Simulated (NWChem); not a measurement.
Species: SiH₂O₂BrF; SMILES O[Si](O)(F)Br

```xyz
7

O      1.5191     1.2483     0.4889
Si     0.0283     0.7861     0.0190
O     -0.2984     1.4644    -1.4353
F     -1.0932     1.2623     1.0753
Br    -0.0482    -1.4055    -0.0060
H      1.8043     2.1245     0.2095
H     -1.1820     1.3640    -1.8019
```
Atoms are numbered in this order, from 1.

Computed with NWChem. The geometry was optimised at PBE0/def2-SVP. Level: PBE0/def2-SVP with SMD (1 M gas to 1 M solution), gas-phase geometry. Reactions with the solvent are ignored.

For solvent n-hexane:

```
Property                                     Value
-------------------------------------------  -----
solvation free energy (kcal/mol)              -5.0
cavity-dispersion-structure term (kcal/mol)   -2.5
dipole in solution (D)                        2.45
```

Problem. What are these values for solvent water?

Solution. The solvation free energy (kcal/mol) is -8.8, the cavity-dispersion-structure term (kcal/mol) comes out as 1.7 and the dipole in solution (D) is 2.79.
